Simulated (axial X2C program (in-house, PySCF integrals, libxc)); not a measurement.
**Spin–orbit effects down a group: molecules with Nb (ions), HF**

Computed with an in-house relativistic program for diatomic molecules, spin-free (one-electron X2C) or two-component (2c: spin–orbit coupling with atomic mean-field Coulomb and Gaunt terms, which also bring small scalar terms), in Dyall basis sets with cores contracted in-house; open shells are unrestricted.

Basis sets: H dyall-v3z, Li dyall-cv3z, Na dyall-cv3z, Nb dyall-cv3z.

```csv
molecule,spin-free state,Re (Å),ωe (cm⁻¹),De (eV),2c state,Re 2c (Å),ωe 2c (cm⁻¹),De 2c (eV)
NbH⁺,"M_S = 3/2, Λ = 2",1.770,1782.8,1.39,Ω = 1/2,1.771,1781.8,n/a
LiNb⁺,"M_S = 5/2, Λ = 2",2.991,234.0,1.15,Ω = 1/2,2.991,233.9,n/a
NaNb⁺,"M_S = 5/2, Λ = 2",3.344,122.2,0.79,Ω = 1/2,3.345,122.1,n/a
```

Fragments in 2c: Nb+ + H, Nb + Li+, Nb + Na+. Each entry is the lowest single determinant of a limited PBE0 search at one distance. De goes to single-determinant-based atoms at the same level (for ions the charge split of lowest energy) and is withheld (n/a) where an atom does not fit its ground term or J level. Main or longest-lived isotopes. One determinant is a doubtful description, or other states lie close, for NbH⁺, LiNb⁺, NaNb⁺; these need not be ground states, and all values refer to the states named. With several unpaired electrons the Ω given is that of one determinant, not necessarily of the lowest component. Where the atoms have a lower orbital projection than the molecule, De at mean-field level may be about a tenth of an eV too small.
